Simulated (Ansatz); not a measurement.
`OB(F)[NH][AlH2]` + `C/C=C\F` → `C/[C]([AlH2])=C\F` + `NB(O)F`  (formal exchange of groups at the Al–N bond)

Gas-phase electronic energies from Ansatz, PBE0-D4/def2-TZVP geometries. CCSD(T)/CBS adds triple-zeta CCSD(T) − MP2 to the extrapolated MP2 energy (def2 sets, frozen cores). Double bonds are as drawn, so ΔE can hold a change between cis and trans. Functionals use def2-TZVPP. B3LYP here is the variant with VWN-RPA as its local correlation; programs differ in this. One conformer a species, not always the lowest.

`OB(F)[NH][AlH2]`:

Cartesian coordinates in Å:
```
O -0.327 -0.510 -2.202
B 0.120 -0.499 -0.915
F 1.053 -1.398 -0.547
N -0.369 0.428 0.034
Al 0.060 0.634 1.763
H 0.093 -1.191 -2.732
H -1.064 1.053 -0.352
H -0.702 1.792 2.526
H 1.136 -0.309 2.425
```

`C/C=C\F`:

Cartesian coordinates in Å:
```
C -0.843 0.196 0.747
C -0.005 0.299 -0.480
C 1.088 -0.398 -0.727
F 1.574 -1.305 0.135
H -0.901 1.159 1.261
H -1.868 -0.093 0.495
H -0.441 -0.540 1.443
H -0.298 1.002 -1.253
H 1.694 -0.319 -1.621
```

`C/[C]([AlH2])=C\F`:

```xyz
11

C     0.508    0.851   -1.103
C     0.087    0.026    0.080
Al   -1.473   -1.120    0.160
C     0.784    0.021    1.213
F     1.905    0.738    1.398
H     0.676    0.218   -1.979
H     1.422    1.416   -0.913
H    -0.277    1.559   -1.383
H    -2.440   -1.254   -1.091
H    -1.736   -1.908    1.512
H     0.542   -0.547    2.106
```

`NB(O)F`:

Z-matrix (Å, degrees):
```
N
B 1 1.406
H 1 1.004 2 121.1
H 1 1.003 2 124.7 3 180.0
O 2 1.363 1 125.7 3 -180.0
F 2 1.337 1 118.3 3 0.0
H 5 0.957 2 114.6 1 0.0
```

| level | ΔE (kJ/mol) |
| --- | --- |
| PBE-D4 | 79.2 |
| r2SCAN-D4 | 85.9 |
| B3LYP-D4 | 87.9 |
| B2PLYP | 90.3 |
| r2SCAN | 86.2 |
| HF/def2-TZVPP | 97.7 |
| HF/def2-QZVPP | 98.0 |
| SCS-MP2/def2-QZVPP | 90.7 |

Q: What does CCSD(T)/CBS give? (Estimate.)

A: Ansatz gave: +88.8 kJ/mol. The listed levels differ from it by -9.6, -2.9, -0.9, 1.5, -2.6, 8.9, 9.2, 1.9 kJ/mol.

Largest T1 diagnostic among the species: 0.012.

In def2-TZVPP, CCSD(T) changes the Hartree–Fock value by −7.7 kJ/mol (the triples alone add −2.2 kJ/mol) and MP2 by −9.3 kJ/mol.
